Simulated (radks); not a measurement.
Spherical quantum dot in the effective-mass picture: electrons in a hard-walled sphere of radius 2.34, all in effective atomic units (hartree* = m*/eps^2 hartree, bohr* = eps/m* bohr), one dielectric constant everywhere. Method: non-relativistic Kohn-Sham, exchange-only LDA, spin-polarised, spherical densities; computed with a radial shooting solver with Libxc functionals. Levels are named by radial order and angular momentum (1s, 1p, 1d, 2s, ...), and open shells are averaged over m.

N = 20, configuration 1s2 1p6 1d10 1f(up 2, down 0). This is the lowest configuration that the search found. Occupied and some empty levels:

| level | occupation | eigenvalue (hartree*) | <r> (bohr*) |
|---|---|---|---|
| 1s up | 1 | 12.229 | 1.460 |
| 1s down | 1 | 12.274 | 1.455 |
| 1p up | 3 | 12.808 | 1.563 |
| 1p down | 3 | 12.859 | 1.560 |
| 1d up | 5 | 13.725 | 1.637 |
| 1d down | 5 | 13.779 | 1.636 |
| 1f up | 2 | 14.935 | 1.694 |
| 1f down | 0 | 14.992 | 1.693 |
| 2s up | 0 | 15.112 | 1.072 |
| 2s down | 0 | 15.133 | 1.074 |
| 1g up | 0 | 16.414 | 1.740 |
| 1g down | 0 | 16.472 | 1.739 |
| 2p up | 0 | 16.803 | 1.230 |
| 2p down | 0 | 16.830 | 1.230 |
| 2d up | 0 | 18.761 | 1.336 |
| 2d down | 0 | 18.794 | 1.335 |

Energy (hartree*): total 158.602, kinetic 56.256, external 0, Hartree 114.27, exchange-correlation -11.919.
